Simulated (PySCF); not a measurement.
Cost of excited-state runs on SMILES CCC(F)(F)S(=O)(=O)Cl, C3H5ClF2O2S

Molfile (atoms numbered from 1):
```
C3H5ClF2O2S
     RDKit          3D

 14 13  0  0  0  0  0  0  0  0999 V2000
   -1.5421   -0.3500   -0.5007 C   0  0  0  0  0  0  0  0  0  0  0  0
   -0.8614    0.6952    0.3746 C   0  0  0  0  0  0  0  0  0  0  0  0
    0.4645    0.1955    0.8741 C   0  0  0  0  0  0  0  0  0  0  0  0
    1.1703    1.1300    1.5342 F   0  0  0  0  0  0  0  0  0  0  0  0
    0.3960   -0.8810    1.6691 F   0  0  0  0  0  0  0  0  0  0  0  0
    1.5418   -0.3121   -0.5738 S   0  0  0  0  0  6  0  0  0  0  0  0
    1.2617   -1.6545   -0.9528 O   0  0  0  0  0  0  0  0  0  0  0  0
    1.4626    0.7172   -1.5562 O   0  0  0  0  0  0  0  0  0  0  0  0
    3.3938   -0.2736    0.2207 Cl  0  0  0  0  0  0  0  0  0  0  0  0
   -2.5235    0.0077   -0.8001 H   0  0  0  0  0  0  0  0  0  0  0  0
   -1.6624   -1.2857    0.0402 H   0  0  0  0  0  0  0  0  0  0  0  0
   -0.9528   -0.5413   -1.3933 H   0  0  0  0  0  0  0  0  0  0  0  0
   -1.4858    0.9471    1.2375 H   0  0  0  0  0  0  0  0  0  0  0  0
   -0.6632    1.6051   -0.1954 H   0  0  0  0  0  0  0  0  0  0  0  0
  1  2  1  0
  2  3  1  0
  3  4  1  0
  3  5  1  0
  3  6  1  0
  6  7  2  0
  6  8  2  0
  6  9  1  0
  1 10  1  0
  1 11  1  0
  1 12  1  0
  2 13  1  0
  2 14  1  0
M  END
```

PySCF with density fitting, on 1 thread of an AMD EPYC 9R45 96-Core, shared host. Command: `OMP_NUM_THREADS=1 python excited_run.py task.json out`

(1) How long does each of these runs take, and how much memory?
- magnetisability and related constants, BP86/STO-3G; IEF-PCM methanol
- magnetisability and related constants, PBE0/pcSseg-1; usual settings

Answers

(1) 
| run | level | basis functions | wall time | peak memory (GiB) |
| --- | --- | --- | --- | --- |
| magnetisability and related constants | BP86/STO-3G | 58 | 4.5 s | 0.44 |
| magnetisability and related constants | PBE0/pcSseg-1 | 192 | 19 s | 0.87 |

Times from a shared host are rough.
